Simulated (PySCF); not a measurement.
**Lu(NO2)3: from a saddle point downhill**

PySCF 2.14.0, RKS PBE, Lu lcecp-1-SVP with ECP60, O def2-SVP, N def2-SVP; non-relativistic Hamiltonian with scalar-relativistic core potentials where named; density fitting; no spin-orbit coupling. Relaxed within the symmetry of its start, the geometry (D3h) is

```xyz
10

Lu    0.0000    0.0000    0.0000
O     2.0358    0.0000    1.0608
O     2.0358    0.0000   -1.0608
N     2.7488    0.0000    0.0000
O    -1.0179    1.7631    1.0608
O    -1.0179    1.7631   -1.0608
N    -1.3744    2.3805    0.0000
O    -1.0179   -1.7631    1.0608
O    -1.0179   -1.7631   -1.0608
N    -1.3744   -2.3805    0.0000
```

and its lowest harmonic modes are -58, -35, -35, 46, 64, 64 cm⁻¹ (negative: unstable). It was moved along the lowest mode and relaxed again, within the group D3 that the move left.

Question: Where does it end, and how much lower?

Answer: In D3, 0.003 eV lower, after 8 steps:
```xyz
10

Lu    0.0000    0.0000    0.0000
O     2.0363    0.1434    1.0509
O     2.0363   -0.1435   -1.0509
N     2.7492    0.0000    0.0000
O    -1.1424    1.6918    1.0509
O    -0.8939    1.8352   -1.0509
N    -1.3746    2.3809    0.0000
O    -0.8939   -1.8352    1.0509
O    -1.1424   -1.6918   -1.0509
N    -1.3746   -2.3809    0.0000
```

Question: How do the contacts change?

Answer: 
```csv
contact,saddle (Å),end (Å)
Lu1–O2 (NO2),2.296,2.296
Lu1–O5 (NO2),2.296,2.296
Lu1–O8 (NO2),2.296,2.296
Lu1–O6 (NO2),2.296,2.296
```


Question: Is the end a minimum?

Answer: Yes, as far as the noise of the softest modes lets one tell (those above −25 cm⁻¹ count as noise); lowest modes 50, 55, 55, 64, 69, 69 cm⁻¹.

An lcecp potential fixes the number of 4f electrons, so in runs with it no electron can move into or out of that shell.

State: singlet in the valence, with the 4f electrons in the core potential.
